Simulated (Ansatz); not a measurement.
Job for Ansatz (a first-principles code): R-r2SCAN/def2-TZVPP on C2H6Ge (SMILES C=[CH][GeH3]), a point of a torsion scan.

Ansatz 0.2 input:
```yaml
crystal:
  periodic: [false, false, false]
  atoms:
    - {symbol: C, position_ang: [1.56691663, -0.14571253, -0.28371228]}
    - {symbol: C, position_ang: [0.55298446, 0.04632482, 0.54439077]}
    - {symbol: Ge, position_ang: [-1.31079325, 0.09074114, -0.00072599]}
    - {symbol: H, position_ang: [1.40804597, -0.29246379, -1.34117245]}
    - {symbol: H, position_ang: [2.59474974, -0.16593479, 0.04712138]}
    - {symbol: H, position_ang: [0.75447070, 0.18997497, 1.59948434]}
    - {symbol: H, position_ang: [-1.44062753, -0.12016948, -1.47238362]}
    - {symbol: H, position_ang: [-1.94073895, 1.40092242, 0.34932776]}
    - {symbol: H, position_ang: [-2.10066728, -0.96662895, 0.70197667]}
basis:
  gaussian:
    orbitals: def2-TZVPP
hamiltonian:
  xc: {name: r2SCAN}
scf: {lower_state_search: off}
```

The head of its log:

```
WARN ansatz: RAYON_NUM_THREADS=1 ignored (pool sized by the plan → 1); use --threads N
Functional definition: r2SCAN
these checks for a lower state are left out or cut short: stability, starts, cluster_reference, orbital_swaps, neighbouring_geometries, increment
integrals: 0.10 GiB planned
1072 factors; their error is unknown
mean field: 0.76 GiB planned
mean field evaluation 1: about -58680.7897 eV, gradient 5.7e1 eV
mean field evaluation 2: about -58671.7508 eV, gradient 8.0e1 eV
```

### Question
What total energy does the run end on?

### Answer
-2156.7504 hartree.
